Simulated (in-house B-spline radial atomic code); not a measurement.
Values are calculated unless marked as measured or tabulated.
## Correlation energy from the adiabatic connection: −Z exp(−kr)/r, Z = 3.75, k = 0.987

Two electrons in a singlet, external potential −Z exp(−kr)/r, Z = 3.75, k = 0.987 (atomic units). Full CI in B-splines (partial waves to l = 8, correlation up to 0.6 % small) with the density held fixed gives W(λ) = <V_ee>_λ − U, and E_c is the integral of W(λ) − W(0) from 0 to 1.

| λ | W(λ) − W(0) (hartree) |
| --- | --- |
| 0 | 0.00000 |
| 0.02 | -0.00192 |
| 0.05 | -0.00478 |
| 0.12 | -0.01137 |
| 0.25 | -0.02334 |
| 0.4 | -0.03671 |
| 0.6 | -0.05385 |
| 0.8 | -0.07026 |
| 1 | -0.08597 |

**Question.** Integrate the table by the trapezoid rule.

**Answer.** The strips give -0.00002, -0.00010, -0.00057, -0.00226, -0.00450, -0.00906, -0.01241, -0.01562, which sum to -0.04453 hartree. The direct value, W(1) − W(0) + T_c with T_c = 0.04139, is -0.04458; the curve is convex, so chords lie above it and the trapezoids fall short in size by 0.11 %.

**Question.** Now use only three numbers: W(0) = -1.9779, the initial slope W'(0) = -0.09613 (extrapolated from the first points) and the strong-coupling limit of the point-charge-plus-continuum model, W∞ = -2.8233. What do second-order theory and the interpolation W(λ) = W∞ + (W(0) − W∞)/√(1 + 2χλ) of Seidl, Perdew and Levy give?

**Answer.** Second order keeps the slope alone: E_c = W'(0)/2 = -0.04806, +8 % in size against -0.04458. Matching the slope fixes χ = W'(0)/(W∞ − W(0)) = -0.09613/(-0.84540) = 0.11371. Integrating, with s = √(1 + 2χ) = 1.107889, E_c = −(W(0) − W∞)(s − 1)/(s + 1) = −0.84540 × 0.107889/2.107889 = -0.04327 hartree, -2.9 % in size against the full result. At λ = 1 the formula gives W − W(0) = -0.08233 against -0.08597. Part of the miss can come from the model's W∞.
